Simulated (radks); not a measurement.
Problem. The mean radii <r> (bohr) of the occupied orbitals of an atom or ion are listed with their occupations. All-electron calculation, scalar-relativistic Kohn-Sham, r2SCAN, spin-polarised, spherical densities, finite nucleus; meta-GGA in the generalised Kohn-Sham scheme; Fermi nuclear charge, rms radius of each element as measured or else 0.836 A^(1/3) + 0.57 fm. Program: a radial shooting solver on a logarithmic mesh with Libxc functionals.

| orbital | occ. | <r> |
|---|---|---|
| 1s down | 1 | 0.03344 |
| 1s up | 1 | 0.03344 |
| 2s up | 1 | 0.1456 |
| 2s down | 1 | 0.1456 |
| 2p up | 3 | 0.1270 |
| 2p down | 3 | 0.1270 |
| 3s up | 1 | 0.4017 |
| 3s down | 1 | 0.4017 |
| 3p up | 3 | 0.4024 |
| 3p down | 3 | 0.4024 |
| 3d up | 5 | 0.3841 |
| 3d down | 5 | 0.3842 |
| 4s up | 1 | 1.026 |
| 4s down | 1 | 1.022 |
| 4p up | 3 | 1.135 |
| 4p down | 3 | 1.130 |
| 4d up | 5 | 1.609 |
| 4d down | 2 | 1.670 |

Name the element and its charge. Open shells, if any, are filled with parallel spins first.

Solution. Z = 44, ruthenium, charge +1: Ru+ in [Kr] 4d7. The 1s radius gives Z: for a bare nucleus <r> = (2 gamma + 1)/(2Z) with gamma = sqrt(1 - (Z/c)^2), 0.03289 bohr for Z = 44, and screening makes it slightly larger (0.03344 here). The occupations add up to 43, and the charge is Z minus that.
